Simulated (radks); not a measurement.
Values are calculated unless marked as measured or tabulated.
Xe3+, 51 electrons, occupied as [Kr] 4d10 5s2 5p3. Level of theory: Dirac Kohn-Sham, LDA (Slater exchange, Perdew-Wang correlation), spin-unpolarised, spherical densities, point nucleus; open shells fill j = l - 1/2 first (a radial shooting solver on a logarithmic mesh with Libxc functionals).

Unscreened Slater integrals over Kohn-Sham orbitals (eV). Large and small components are both included. Empty in this configuration: 6s1/2.

integral           value
F0(5p3/2,5p3/2)   12.057
F2(5p3/2,5p3/2)   6.5540
F0(5p3/2,5p1/2)   12.266
G2(5p3/2,5p1/2)   6.6340
F0(5p3/2,5s1/2)   12.897
G1(5p3/2,5s1/2)   8.5690
F0(5p3/2,4d5/2)   14.984
F2(5p3/2,4d5/2)   4.3331
G1(5p3/2,4d5/2)   1.3282
G3(5p3/2,4d5/2)   1.2625
F0(5p3/2,6s1/2)   7.8379
G1(5p3/2,6s1/2)  0.85169
F0(5p1/2,5p1/2)   12.490
F0(5p1/2,5s1/2)   13.172
G1(5p1/2,5s1/2)   8.9924
F0(5p1/2,4d5/2)   15.458
G3(5p1/2,4d5/2)   1.4107
F0(5p1/2,6s1/2)   7.8873
G1(5p1/2,6s1/2)  0.78534
F0(5s1/2,5s1/2)   14.018
F0(5s1/2,4d5/2)   17.041
G2(5s1/2,4d5/2)   2.1283
F0(5s1/2,6s1/2)   8.0384
G0(5s1/2,6s1/2)  0.49490
F0(4d5/2,4d5/2)   27.954
F2(4d5/2,4d5/2)   14.161
F4(4d5/2,4d5/2)   9.4138
F0(4d5/2,6s1/2)   8.6581
G2(4d5/2,6s1/2)  0.38028
F0(6s1/2,6s1/2)   6.5279
